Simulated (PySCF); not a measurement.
Two species compared at the same levels of theory.

First species: C₄H₁₂OSSi₂.
InChI=1S/C4H12OSSi2/c1-3-4(5-7)8(3)6-2/h3-4,8H,1-2,7H3/t3-,4+,8+/m0/s1

Second species: C3H12N2OSi2.
Bonds: C1–N2, N2–Si3, N2–C4, C4–Si5, Si5–C6, C6–N7, C6–O8 (double). Hydrogens: H9, H10, H11 on C1; H12, H13, H14 on Si3; H15, H16 on C4; H17, H18 on Si5; H19, H20 on N7.

Levels: PBE0/pcSseg-1 for dipole moment, HOMO energy, LUMO energy and HOMO–LUMO gap; GFN2-xTB for rotational constant A and rotational constant C. Geometries: GFN2-xTB. Each structure is a single optimised conformer of the isolated species, non-relativistic unless stated; the electronic structure was computed with PySCF and density fitting.

The conformers computed, where there is a choice (atom-mapped SMILES and torsion angles):
- `[CH3:1][S:2][Si@@H:3]1[C@@H:4]([CH3:5])[C@@H:6]1[O:7][SiH3:8]`: C1–S2–Si3–C4 98°, C4–C6–O7–Si8 73°
- `[CH3:1][N:2]([SiH3:3])[CH2:4][SiH2:5][C:6]([NH2:7])=[O:8]`: C1–N2–C4–Si5 -66°, N2–C4–Si5–C6 -152°, C4–Si5–C6–N7 80°, H–N7–C6–Si5 180°, H–N7–C6–Si5 4°

Question: Which has the higher rotational constant C?

Answer: The first: 0.582 GHz against 0.541 GHz, a difference of 0.041 GHz.

Question: Which of the two has the higher rotational constant A, and by how much?

Answer: The second: 2.793 GHz against 1.383 GHz, a difference of 1.410 GHz.

Question: Which of the two has the higher HOMO energy, and by how much?

Answer: The second: -6.27 eV against -6.58 eV, a difference of 0.31 eV.

Question: Which of the two has the higher LUMO energy, and by how much?

Answer: The second: -0.14 eV against -0.21 eV, a difference of 0.07 eV.

Question: Which has the higher HOMO–LUMO gap?

Answer: The first: 6.37 eV against 6.13 eV, a difference of 0.24 eV.

Question: Which of the two has the higher dipole moment, and by how much?

Answer: The second: 3.05 D against 1.69 D, a difference of 1.36 D.

On the first: The dipole matches unit charges of opposite sign 0.35 Å apart (1 e·Å = 4.8032 D).

On the second: The dipole equals about 10.2 × 10⁻³⁰ C·m (1 D = 3.33564 × 10⁻³⁰ C·m).
